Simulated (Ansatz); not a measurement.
This geometry of C2H3BF2Ge (9 atoms, charge 0, multiplicity 1) is a first-order saddle point.

These are results of RKS PBE/def2-SVP (Ansatz 0.2.0), not measurements.

```xyz
9
Properties=species:S:1:pos:R:3
F -1.816 -0.392 1.476
Ge -0.493 -1.200 0.632
B 0.552 0.195 -0.461
C 1.370 1.522 -1.363
C 0.297 1.655 -0.566
F -0.565 2.517 -0.080
H 0.400 -1.832 1.730
H -1.151 -2.255 -0.294
H 1.493 -0.257 -1.091
```

Question: Which two structures does it join? (They come from a converged band through this point; their orientation in space is the band's.)

Answer: Bonds broken: C4–H9. Bonds formed: B3–H9.

First end point:

```xyz
9
Properties=species:S:1:pos:R:3
F -2.062 -0.835 1.727
Ge -0.657 -1.349 0.780
B 0.146 0.271 -0.166
C 1.200 0.845 -1.086
C 0.287 1.692 -0.559
F -0.033 2.969 -0.571
H 0.321 -1.989 1.805
H -1.192 -2.424 -0.206
H 2.079 0.775 -1.743
```

Last end point:

```xyz
9
Properties=species:S:1:pos:R:3
F -1.764 -0.216 1.385
Ge -0.432 -1.012 0.541
B 0.820 0.213 -0.664
C 1.213 1.659 -1.255
C 0.166 1.614 -0.455
F -0.839 2.109 0.203
H 0.468 -1.635 1.642
H -1.081 -2.064 -0.399
H 1.537 -0.716 -1.016
```

Question: How far does it lie above each of them?

Answer: 2.50 eV above the first and 0.25 eV above the second. This is the barrier of this one path; another mechanism may lie lower. The orbitals stay closed-shell, which can raise the energy where a bond breaks towards radicals; this wasn't checked here.

The run took 2.5 min on 2 threads of AMD EPYC 7B13 (Zen 3) (shared host), peak memory 0.18 GiB.
